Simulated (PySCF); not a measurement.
N-methyl-N-silylmethanamine (C₂H₉NSi), SMILES CN(C)[SiH3].

The structure is a stationary point at PBE-D3(BJ)/def2-SVP.

Calculation: PBE-D3(BJ)/def2-SVP (PySCF).

Frequencies are harmonic and unscaled.

Computed vibrational spectrum:
| mode | ν (cm⁻¹) | IR (km/mol) | moving atoms (share of kinetic energy) |
|---|---|---|---|
| 1 | 127 | 0.1 | H 88 %, C 10 % |
| 2 | 143 | 1.8 | H 57 %, N 36 % |
| 3 | 228 | 0.2 | H 98 % |
| 4 | 248 | 3.8 | H 72 %, N 22 % |
| 5 | 267 | 0.2 | H 40 %, C 35 %, N 15 %, Si 11 % |
| 6 | 354 | 1.0 | C 39 %, H 39 %, Si 18 % |
| 7 | 657 | 9.6 | C 37 %, Si 28 %, H 21 %, N 14 % |
| 8 | 663 | 43.0 | H 84 %, Si 9 % |
| 9 | 693 | 36.3 | H 81 %, Si 13 % |
| 10 | 870 | 70.3 | H 94 % |
| 11 | 937 | 41.2 | H 97 % |
| 12 | 943 | 304.2 | H 88 %, Si 10 % |
| 13 | 1004 | 43.1 | H 44 %, C 35 %, N 20 % |
| 14 | 1055 | 1.4 | H 75 %, C 24 % |
| 15 | 1078 | 1.2 | H 80 %, C 20 % |
| 16 | 1126 | 1.3 | H 69 %, C 20 %, N 11 % |
| 17 | 1217 | 84.4 | N 61 %, C 31 % |
| 18 | 1268 | 44.7 | N 41 %, H 35 %, C 22 % |
| 19 | 1380 | 0.5 | H 88 %, C 12 % |
| 20 | 1398 | 2.9 | H 97 % |
| 21 | 1399 | 7.8 | H 92 % |
| 22 | 1413 | 14.9 | H 88 %, C 12 % |
| 23 | 1431 | 20.9 | H 96 % |
| 24 | 1455 | 2.3 | H 94 % |
| 25 | 2089 | 183.9 | H 97 % |
| 26 | 2159 | 89.5 | H 98 % |
| 27 | 2170 | 121.0 | H 96 % |
| 28 | 2879 | 66.0 | H 96 % |
| 29 | 2886 | 133.3 | H 95 % |
| 30 | 2949 | 93.9 | H 92 %, C 8 % |
| 31 | 2957 | 4.2 | H 91 %, C 9 % |
| 32 | 3042 | 11.8 | H 91 %, C 9 % |
| 33 | 3043 | 18.1 | H 91 %, C 9 % |
